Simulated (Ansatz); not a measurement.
Consider the formal exchange of groups at the Si–In bond: `B[SiH2][InH2]` + `COCOC` → `B[SiH2]COC` + `C[O][InH2]`.

Computed with Ansatz on PBE0-D4/def2-TZVP structures; ΔE is electronic, products minus reactants. CCSD(T)/CBS is the MP2 limit (def2-TZVPP, def2-QZVPP) plus CCSD(T) − MP2 in def2-TZVPP, frozen cores. Functionals use def2-TZVPP. B3LYP here is the variant with VWN-RPA as its local correlation; programs differ in this. def2 core potentials past Kr. For In outer-core shells are correlated without core-valence functions, which leaves a few kJ/mol of doubt a bond. Each species was taken in one conformer, which may not be the lowest.

```json
{"level": "PBE-D4", "ΔE (kJ/mol)": "30.6", "difference from CCSD(T)/CBS": "26.3"}
{"level": "r2SCAN-D4", "ΔE (kJ/mol)": "19.7", "difference from CCSD(T)/CBS": "15.4"}
{"level": "PBE0-D4", "ΔE (kJ/mol)": "26.3", "difference from CCSD(T)/CBS": "22.0"}
{"level": "B3LYP-D4", "ΔE (kJ/mol)": "2.4", "difference from CCSD(T)/CBS": "-1.9"}
{"level": "ωB97X-V", "ΔE (kJ/mol)": "-1.2", "difference from CCSD(T)/CBS": "-5.5"}
{"level": "ωB97M-V", "ΔE (kJ/mol)": "10.1", "difference from CCSD(T)/CBS": "5.8"}
{"level": "B2PLYP", "ΔE (kJ/mol)": "-0.3", "difference from CCSD(T)/CBS": "-4.6"}
{"level": "PBE", "ΔE (kJ/mol)": "28.3", "difference from CCSD(T)/CBS": "24.0"}
{"level": "r2SCAN", "ΔE (kJ/mol)": "19.4", "difference from CCSD(T)/CBS": "15.1"}
{"level": "PBE0", "ΔE (kJ/mol)": "24.5", "difference from CCSD(T)/CBS": "20.2"}
{"level": "B3LYP", "ΔE (kJ/mol)": "-1.4", "difference from CCSD(T)/CBS": "-5.7"}
{"level": "HF/def2-TZVPP", "ΔE (kJ/mol)": "-40.5", "difference from CCSD(T)/CBS": "-44.8"}
{"level": "MP2/def2-TZVPP", "ΔE (kJ/mol)": "12.6", "difference from CCSD(T)/CBS": "8.3"}
{"level": "SCS-MP2/def2-TZVPP", "ΔE (kJ/mol)": "-1.5", "difference from CCSD(T)/CBS": "-5.8"}
{"level": "CCSD/def2-TZVPP", "ΔE (kJ/mol)": "1.6", "difference from CCSD(T)/CBS": "-2.7"}
{"level": "CCSD(T)/def2-TZVPP", "ΔE (kJ/mol)": "10.2", "difference from CCSD(T)/CBS": "5.9"}
{"level": "HF/def2-QZVPP", "ΔE (kJ/mol)": "-43.1", "difference from CCSD(T)/CBS": "-47.4"}
{"level": "MP2/def2-QZVPP", "ΔE (kJ/mol)": "8.4", "difference from CCSD(T)/CBS": "4.1"}
{"level": "SCS-MP2/def2-QZVPP", "ΔE (kJ/mol)": "-6.0", "difference from CCSD(T)/CBS": "-10.3"}
{"level": "HF/CBS(def2)", "ΔE (kJ/mol)": "-43.4", "difference from CCSD(T)/CBS": "-47.7"}
{"level": "MP2/CBS(def2)", "ΔE (kJ/mol)": "6.8", "difference from CCSD(T)/CBS": "2.5"}
{"level": "CCSD/CBS(def2)", "ΔE (kJ/mol)": "-4.3", "difference from CCSD(T)/CBS": "-8.6"}
{"level": "CCSD(T)/CBS", "ΔE (kJ/mol)": "4.3", "difference from CCSD(T)/CBS": "0"}
```

Largest T1 diagnostic among the species: 0.017.

From PBE to PBE0 (25 % exact exchange), in def2-TZVPP and without D4, ΔE moves by −3.8 kJ/mol. In def2-TZVPP, CCSD(T) changes the Hartree–Fock value by +50.7 kJ/mol (the triples alone add +8.6 kJ/mol) and MP2 by +53.1 kJ/mol.
